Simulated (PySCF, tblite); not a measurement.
Isomers of [C4H4O4P]- (charge -1), one GFN2-xTB conformer each. Single-point energies are computed at PBE0/pcSseg-1 (PySCF, gas phase, no added dispersion term), electronic only.

Question: Rank them by PBE0/pcSseg-1 energy, lowest first (kcal/mol).
A. `[O:1]=[P@:2]([O-:3])([OH:4])[c:5]1[cH:6][cH:7][cH:8][o:9]1` (charge -1) with O1–P2–O4–H 160°, O1–P2–C5–C6 -23°
B. `[O:1]=[P@@:2]([O-:3])([OH:4])[c:5]1[cH:6][cH:7][o:8][cH:9]1` (charge -1) with O1–P2–O4–H 20°, O1–P2–C5–C6 -21°

Answer: B (0.0), A (0.7).

Neighbours under 5.0 kcal/mol apart (O=[P@@]([O-])(O)c1ccoc1 and O=[P@]([O-])(O)c1ccco1) can change places with a better method, another conformer or zero-point energy. GFN2-xTB itself gives, in the same order: 1.0, 0.0. GFN2-xTB puts O=[P@]([O-])(O)c1ccco1 lowest instead.

Q: What happens when harmonic zero-point energies from GFN2-xTB frequencies are added?

A: 
```
                 SMILES  ZPE (kcal/mol)  electronic (kcal/mol)  with ZPE (kcal/mol)
O=[P@@]([O-])(O)c1ccoc1            50.3                    0.0                  0.0
 O=[P@]([O-])(O)c1ccco1            50.4                    0.7                  0.8
```

The zero-point energies span 0.1 kcal/mol. The order is unchanged.

Q: As an exercise, what shares would exp(−E/RT) give at 2000 K from these electronic energies alone (no entropy, no degeneracies)?

A: RT = 3.974 kcal/mol: O=[P@@]([O-])(O)c1ccoc1 54.4 %, O=[P@]([O-])(O)c1ccco1 45.6 %.
